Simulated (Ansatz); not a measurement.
C$_{2}$H$_{2}$Cl$_{2}$, charge +1, doublet, geometry from GFN2-xTB (a state made from the parent by changing its charge; the spin is typed, not shown lowest), with bond 6-3 at 1.25 times its length; HF/3-21G in Ansatz (a quantum-chemistry and plane-wave program).

Here is a job for Ansatz.
Ansatz 0.2 input:
```yaml
crystal:
  periodic: [false, false, false]
  atoms:
    - {symbol: Cl, position_ang: [2.07534641, 0.35490021, 0.01824010]}
    - {symbol: C, position_ang: [0.58309707, -0.36698332, -0.00102571]}
    - {symbol: C, position_ang: [-0.58309707, 0.36698332, 0.00102571]}
    - {symbol: Cl, position_ang: [-2.07534641, -0.35490021, -0.01824010]}
    - {symbol: H, position_ang: [0.55808438, -1.45509337, -0.01552916]}
    - {symbol: H, position_ang: [-0.55183121, 1.72712088, 0.01915502]}
basis:
  gaussian:
    orbitals: 3-21G.json
hamiltonian:
  xc: hf
total_charge: 1
magnetization: {spin_polarized: true, initial_magnetization: 1}
scf: {lower_state_search: standard}
```
The basis file holds 3-21G in the JSON format of the Basis Set Exchange.

**Question.** What does Ansatz print? Leave out banner, timings and long lists.

**Answer.** 
```
Functional definition: HF
574 factors; integrals over basis functions are off by at most 1.1e-3 eV
mean field evaluation 1: about -26955.0832 eV, gradient 1.1e1 eV
mean field evaluation 2: about -26955.4022 eV, gradient 1.1e1 eV
mean field evaluation 4: about -26956.3798 eV, gradient 2.1e0 eV
mean field evaluation 8: about -26956.4338 eV, gradient 1.8e-1 eV
mean field -26956.43547418 eV, -990.6307319478 hartree, gradient 6.2e-5 eV, S^2 0.756857; 0 other end points of the search recorded, 0 dependent functions left out
reference -26956.43547418 eV, -990.6307319478 hartree; 24, 23 occupied and 24, 25 virtual orbitals, 574 factors
Total energy: -26956.43547418 eV, -990.6307319478 hartree
```
